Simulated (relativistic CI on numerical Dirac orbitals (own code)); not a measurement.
## Sensitivity of the levels of Cd XVII to α and to the nuclear radius

These numbers are calculated, not measured: Dirac-Coulomb-Breit CI, separate exchange-only KLI orbitals for each configuration, derivatives by finite differences, unscaled Slater integrals, QED left out (own radial code, finite nucleus).

Configuration list (outside the closed core [Ar] 3d10): 4s2 4p2, 4s 4p3, 4p4, 4s2 4p 4d, 4s 4p2 4d, 4s2 4p 4f, 4s2 4d2, 4s 4d3. Double excitations out of closed p, d and f shells are left out; levels of such configurations are missing from the list, as are those of other unlisted configurations, and high levels can miss mixing partners.

With x = (α/α₀)² − 1 an excitation energy changes as ω = ω₀ + qx; K = 2q/ω₀ is the relative enhancement. Terms are leading LS components, so labels can repeat. The field-shift factor is F = δν/δ⟨r²⟩ for the transition from the lowest level.

Lowest level 4s2 4p2 3P_0.

```
          Level  ω₀ (cm⁻¹)  q (cm⁻¹)  F (GHz/fm²)
   4s2 4p2 3P_1      49336     65140        -1.44
   4s2 4p2 3P_2      64913     68480         -1.5
   4s2 4p2 1D_2     127222    133000        -3.26
   4s2 4p2 1S_0     168488    131700        -4.04
   4s 4p3 5S°_2     334574    117600        -86.4
   4s 4p3 3D°_1     407515    106400        -80.8
   4s 4p3 3D°_2     414577    130200        -81.7
   4s 4p3 3D°_3     434280    152200          -82
   4s 4p3 3P°_0     470866    152800        -83.2
   4s 4p3 3P°_1     479221    163800          -83
   4s 4p3 3P°_2     486444    164600        -78.2
   4s 4p3 1D°_2     540939    181300        -67.9
   4s 4p3 3S°_1     550543    133900        -85.6
4s2 4p 4d 3F°_2     603932     82060        -3.93
   4s 4p3 1P°_1     618635    200900        -81.4
4s2 4p 4d 3F°_3     628837     99850        0.782
4s2 4p 4d 3P°_2     664332     87300        -8.58
4s2 4p 4d 3F°_4     672593    153400        0.204
4s2 4p 4d 3D°_1     675971     81490        -5.51
4s2 4p 4d 1D°_2     712637    143600        -12.4
4s2 4p 4d 3P°_0     717814    142400        -4.14
4s2 4p 4d 3P°_1     725371    146100        -6.14
4s2 4p 4d 3D°_3     728017    136400         -4.2
```

At this charge energies of transitions that change n are usually good to better than 1 %, and those within a shell (Δn = 0) to a few per cent.

**Question.** Which transition from the lowest level has the largest |K|?

**Answer.** 4s2 4p2 3P_1 at 49336 cm⁻¹, K = 2.64.
